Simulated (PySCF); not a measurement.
Species: C8H11P.
Numbering: `[CH3:1][CH2:2][c:3]1[cH:4][p:5][cH:6][cH:7][c:8]1[CH3:9]` (hydrogens: H10, H11, H12 on C1; H13, H14 on C2; H15 on C4; H16 on C6; H17 on C7; H18, H19, H20 on C9)

The same species was optimised twice, with GFN2-xTB and with PBE0-D3(BJ)/def2-SVP (PySCF), and the same property calculations (PySCF, gas phase) were run on both structures.

```csv
coordinate,GFN2-xTB,PBE0-D3(BJ)/def2-SVP,change
C3–C8 (Å),1.399,1.413,+0.014
C3–C4 (Å),1.384,1.397,+0.013
C6–C7 (Å),1.377,1.389,+0.012
C7–C8 (Å),1.391,1.402,+0.011
C4–P5 (Å),1.730,1.734,+0.004
C2–C3 (Å),1.508,1.511,+0.003
C1–C2 (Å),1.530,1.527,-0.003
P5–C6 (Å),1.731,1.733,+0.002
C8–C9 (Å),1.502,1.503,+0.001
C1–C2–C3 (°),110.5,112.5,+2.0
C2–C3–C4 (°),116.9,117.9,+1.0
C2–C3–C8 (°),120.9,120.4,-0.5
C3–C4–P5 (°),127.4,127.9,+0.5
C4–C3–C8 (°),122.1,121.6,-0.5
C7–C8–C9 (°),118.1,118.5,+0.4
C3–C8–C7 (°),121.2,120.9,-0.3
C3–C8–C9 (°),120.8,120.6,-0.2
C1–C2–C3–C4 (°),-86,-90,-4
```

Rotational constants: A = 2136, B = 1142, C = 798.4 MHz (GFN2-xTB) against A = 2152, B = 1112, C = 786.1 MHz (PBE0-D3(BJ)/def2-SVP). Point groups within 0.08 Å: C1 and C1.

On the GFN2-xTB structure: HOMO (eV) -6.78 [PBE0/pcSseg-1]; LUMO (eV) -1.24 [PBE0/pcSseg-1]; dipole (D) 2.47 [PBE0/pcSseg-1]; GIAO shielding of C1 (ppm) 167.7 [PBE0/pcSseg-1]; GIAO shielding of C2 (ppm) 152.4 [PBE0/pcSseg-1]; GIAO shielding of C3 (ppm) 32.8 [PBE0/pcSseg-1]; GIAO shielding of C4 (ppm) 21.7 [PBE0/pcSseg-1]; GIAO shielding of P5 (ppm) 97.4 [PBE0/pcSseg-1]; GIAO shielding of C6 (ppm) 23.8 [PBE0/pcSseg-1]; GIAO shielding of C7 (ppm) 45.1 [PBE0/pcSseg-1]; GIAO shielding of C8 (ppm) 45.7 [PBE0/pcSseg-1].

Task: What do these properties become on the PBE0-D3(BJ)/def2-SVP structure?

Result: 
```json
{"property": "HOMO (eV)", "level": "PBE0/pcSseg-1", "on GFN2-xTB": "-6.78", "on PBE0-D3(BJ)/def2-SVP": "-6.78", "change": "0.00"}
{"property": "LUMO (eV)", "level": "PBE0/pcSseg-1", "on GFN2-xTB": "-1.24", "on PBE0-D3(BJ)/def2-SVP": "-1.28", "change": "-0.04"}
{"property": "dipole (D)", "level": "PBE0/pcSseg-1", "on GFN2-xTB": "2.47", "on PBE0-D3(BJ)/def2-SVP": "2.47", "change": "0.00"}
{"property": "energy, GFN2-xTB geometry as zero (kcal/mol)", "level": "PBE0/pcSseg-1", "on GFN2-xTB": "0.0", "on PBE0-D3(BJ)/def2-SVP": "-0.5", "change": "-0.5"}
{"property": "GIAO shielding of C1 (ppm)", "level": "PBE0/pcSseg-1", "on GFN2-xTB": "167.7", "on PBE0-D3(BJ)/def2-SVP": "166.9", "change": "-0.8"}
{"property": "GIAO shielding of C2 (ppm)", "level": "PBE0/pcSseg-1", "on GFN2-xTB": "152.4", "on PBE0-D3(BJ)/def2-SVP": "150.9", "change": "-1.5"}
{"property": "GIAO shielding of C3 (ppm)", "level": "PBE0/pcSseg-1", "on GFN2-xTB": "32.8", "on PBE0-D3(BJ)/def2-SVP": "30.0", "change": "-2.8"}
{"property": "GIAO shielding of C4 (ppm)", "level": "PBE0/pcSseg-1", "on GFN2-xTB": "21.7", "on PBE0-D3(BJ)/def2-SVP": "20.1", "change": "-1.6"}
{"property": "GIAO shielding of P5 (ppm)", "level": "PBE0/pcSseg-1", "on GFN2-xTB": "97.4", "on PBE0-D3(BJ)/def2-SVP": "98.1", "change": "+0.7"}
{"property": "GIAO shielding of C6 (ppm)", "level": "PBE0/pcSseg-1", "on GFN2-xTB": "23.8", "on PBE0-D3(BJ)/def2-SVP": "21.9", "change": "-1.9"}
{"property": "GIAO shielding of C7 (ppm)", "level": "PBE0/pcSseg-1", "on GFN2-xTB": "45.1", "on PBE0-D3(BJ)/def2-SVP": "42.3", "change": "-2.8"}
{"property": "GIAO shielding of C8 (ppm)", "level": "PBE0/pcSseg-1", "on GFN2-xTB": "45.7", "on PBE0-D3(BJ)/def2-SVP": "42.0", "change": "-3.7"}
```

The heavy atoms differ by 0.035 Å rms after alignment. Among bonds between heavy atoms C3–C4 and C3–C8 change most and about equally (+0.013 to +0.014 Å). Changes are differences of the printed values. Neither structure is proved a minimum here.

The values belong to the conformer `[CH3:1][CH2:2][c:3]1[cH:4][p:5][cH:6][cH:7][c:8]1[CH3:9]`: C1–C2–C3–C4 -90°.
